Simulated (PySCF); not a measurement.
Delta-SCF ions had no search for a lower state. Excitations are Tamm–Dancoff values on a coarser integration grid. The basis has no diffuse functions, so Rydberg states are missing or too high.

**C2H5B, SMILES `[H]/B=C/C` (charge 0, multiplicity 1)**

Calculation: PBE-D3(BJ)/def2-TZVP // B3LYP-D3(BJ)/def2-TZVP in PySCF.

```yaml
HOMO: -5.20 eV
dipole_moment: 0.11 D
LUMO: -2.37 eV
HOMO–LUMO gap: 2.83 eV
S1 excitation (TDA): 2.87 eV
S1 oscillator strength: 0.000
brightest of the four lowest singlets (TDA): 6.64 eV
T1 excitation (TDA): 2.39 eV
S1–T1 gap (TDA): 0.48 eV
vertical ionisation energy (Delta-SCF): 8.62 eV
total_energy: -103.8736 Ha
cost: around 28 core-seconds (rough)
```

```xyz
8

B      1.6197    -0.1986    -0.0340
C      0.3884     0.3931     0.1320
C     -1.0085    -0.1404    -0.0628
H      2.6871    -0.6613    -0.1620
H      0.4516     1.4330     0.4639
H     -1.0045    -1.1790    -0.3932
H     -1.5820    -0.0902     0.8666
H     -1.5518     0.4434    -0.8106
```
Charge 0, spin multiplicity 1.
